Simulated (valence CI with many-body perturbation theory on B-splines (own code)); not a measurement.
Mo3+: what the settings do

Computed by configuration interaction combined with many-body perturbation theory (CI+MBPT): three valence electrons over a frozen Dirac-Fock core [Kr], radial functions for each j: 6 s, 6 p, 5 d, 5 f, 1 g, with the one-electron correlation potential Σ1 (screened to all orders), the two-electron term Σ2, the three-electron term Σ3, Breit, model QED; selected single and double excitations, second order for the rest, scaled by the run's own slope (own B-spline code, finite nucleus).

Set against measurement, 22 paired levels are off by 693 cm⁻¹ on average, the worst by 2025. Only levels of the ground parity were solved; by the run's estimate the other parity begins above the list, which can be wrong where configurations are misplaced.

The reference run has the lowest level 4d3 4F_3/2 and an ionisation energy of 40.0053 eV. Its largest variational space holds 6115 state functions.

Names give the largest LS component (configuration and term), which can be under half, so a name can repeat, a term be missing and a line seem to break the LS rules; names also repeat where a configuration has a term twice.

```
      Level  Reference (cm⁻¹)  Shift (cm⁻¹)
 4d3 4F_5/2               769           -90
 4d3 4F_7/2              1743          -195
 4d3 4F_9/2              2852          -304
 4d3 4P_1/2             11153          -249
 4d3 4P_3/2             11183          -232
 4d3 2G_7/2             11984          -364
 4d3 4P_5/2             12405          -385
 4d3 2G_9/2             12677          -399
 4d3 2P_3/2             15263          -460
 4d3 2P_1/2             15473          -553
 4d3 2H_9/2             16187          -532
4d3 2H_11/2             16525          -515
```

The ionisation energy moves by -1.3890 eV.

(1) Which of these changes was made?
A. scale of Σ2 1 → -1
B. scale of Σ1 1 → 0
C. Davidson tolerance 2e-05 → 0.001
D. scale of Σ2 1 → 0

Answers

(1) B. scale of Σ1 1 → 0.
